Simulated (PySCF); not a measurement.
## Computed properties of SiI2, SMILES I[Si]I

SiI2, SMILES I[Si]I (connectivity only; charge and spin as stated), neutral, multiplicity 1. The structure is a stationary point at r2SCAN-D4/def2-SVP. The def2 effective core potentials stand for the cores of I; spin–orbit coupling is left out. One conformer was computed; it need not be the lowest. All values are computed for the isolated molecule unless a solvent is named; none is compared with measurement here.

**Structure.** The optimised structure has C2v symmetry. All 3 harmonic modes at r2SCAN-D4/def2-SVP (PySCF) are real, so it is a minimum. With heavy atoms numbered as in [Si:1]([I:2])[I:3], the shortest bond between them is Si1–I3 at 2.496 Å and the longest Si1–I2 at 2.496 Å.

**Vibrations.** The strongest infrared lines (harmonic, unscaled, degenerate partners summed) lie at 343 cm⁻¹ (136 km/mol, Si 85 %, I 15 %), 335 cm⁻¹ (29 km/mol, Si 82 %, I 18 %). The softest mode is at 87 cm⁻¹ and the zero-point energy is 1.1 kcal/mol.

**Electronic structure.** HF/def2-TZVPD (PySCF) places the frontier levels at -9.27 and -0.38 eV, a gap of 8.89 eV, and gives a dipole moment of 1.02 D and a mean polarisability of 103.7 bohr³.

**Excitations.** TDDFT-B3LYP/def2-SVPD (PySCF) has S1 at 2.67 eV (464 nm, f = 0.003, weak); the most intense of the 10 singlets computed lies at 4.81 eV (f = 0.08). T1 (TDA) is at 1.85 eV.
